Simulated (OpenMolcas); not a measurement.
HfO⁺ at 1.687 Å: OpenMolcas input and output

Input (each module block was a call of its own in one work directory; start orbitals came from a preliminary run):

```
&GATEWAY
Coord
2
angstrom
Hf 0.0 0.0 0.0
O 0.0 0.0 1.6870
Basis=ANO-RCC-VDZP
Group=XY
RX2C
AMFI
ANGMom
0.0 0.0 0.0
RICD
&SEWARD
&GUESSORB
* RASSCF and CASPT2 blocks for each multiplicity and irrep, as for the first:
&RASSCF
FileOrb=$CurrDir/o21.orb
Symmetry=1
Spin=2
nActEl=7 0 0
Inactive=20 16
RAS2=5 4
CIRoot=3 3 1
Linear
Iterations=120 100
OrbListing=Nothing
PRWF=0.15
>>COPY $Project.RasOrb $CurrDir/o21.orb
>>COPY $Project.rasscf.h5 $CurrDir/r21.h5
&CASPT2
XMultistate=all
Imaginary=0.2
IPEA=0.25
MaxIter=40
>>COPY $Project.JobMix JOB001
&RASSI
Nr of JobIphs=1 3
1 2 3
SpinOrbit
EJob
Omega
MEES
MESO
Properties=4
'AngMom' 3 'Mltpl  1' 1 'Mltpl  1' 2 'Mltpl  1' 3
Thrs=1.0d-4
>>COPY $Project.rassi.h5 $CurrDir/so.h5
```

```bash
pymolcas m.inp
```

C2 symmetry about the axis (a holds Σ, Δ, Γ; b holds Π, Φ, H; Σ⁺ and Σ⁻ are not told apart); roots by multiplicity and irrep: 2a 3.

RASSI part of the output, in excerpt:

```
SPIN-FREE ENERGIES:
  (Shifted by EMIN (a.u.) =     -15149.9856641935)
 SF State       Relative EMIN(au)   Rel lowest level(eV)    D:o, cm**(-1)      Abs_M
     1             0.0000000000        0.0000000000              0.0000         0.0
     2             0.0325136419        0.8847412677           7135.9196         2.0
     3             0.0325852355        0.8866894298           7151.6326         2.0
++ Dipole transition strengths (spin-free states):
     for osc. strength at least  1.00000000E-05
  ( Max oscillator strength is only    3.9620488332481492E-008 )
 Electric-quadrupole - electric-quadrupole not included
 Electric-dipole - electric-octupole not included
 Electric-dipole - magnetic-quadrupole not included
   Eigenvalues of complex Hamiltonian:
  (Shifted by EMIN (a.u.) =     -15149.9856641935)
 SO State       Relative EMIN(au)   Rel lowest level(eV)    D:o, cm**(-1)      Omega
     1            -0.0000000121        0.0000000000              0.0000         0.5
     2            -0.0000000121        0.0000000000              0.0000         0.5
     3             0.0258351073        0.7030094128           5670.1533         1.5
     4             0.0258351073        0.7030094128           5670.1533         1.5
     5             0.0392637821        1.0684222688           8617.4068         2.5
     6             0.0392637821        1.0684222688           8617.4068         2.5
 Weights of the five most important spin-orbit-free states for each spin-orbit state.
 SO State  Total energy (au)           Spin-free states, spin, and weights
    1        -0.000000       1 0.5  1.0000    2 0.5  0.0000    3 0.5  0.0000
    2        -0.000000       1 0.5  1.0000    2 0.5  0.0000    3 0.5  0.0000
    3         0.025835       2 0.5  0.5027    3 0.5  0.4973    1 0.5  0.0000
    4         0.025835       2 0.5  0.5027    3 0.5  0.4973    1 0.5  0.0000
    5         0.039264       3 0.5  0.5027    2 0.5  0.4973    1 0.5  0.0000
    6         0.039264       3 0.5  0.5027    2 0.5  0.4973    1 0.5  0.0000
```

Only roots inside an energy window near the equilibrium distance were included, so the list of states is not complete; labels number the states computed. Each spin and symmetry block has orbitals of its own, averaged over its own roots, so gaps between blocks are less sure than gaps within one and near the minimum can be off by tenths of an eV, in bad cases by more. No Rydberg orbitals are active, so Rydberg states, and σ→σ* states whose orbital the CASSCF left unused, can be missing between those listed. CASPT2 splits the two components of degenerate states numerically, here by up to 16 cm⁻¹. No roots were computed in blocks 2b, 4a, 4b (none fell in the window or the block failed), so states of that kind are missing and can lie low or lowest. For d and f metals this valence active space lacks a second d shell: the order of states is not reliable within half an eV or more, and the lowest computed state need not be the true ground state.
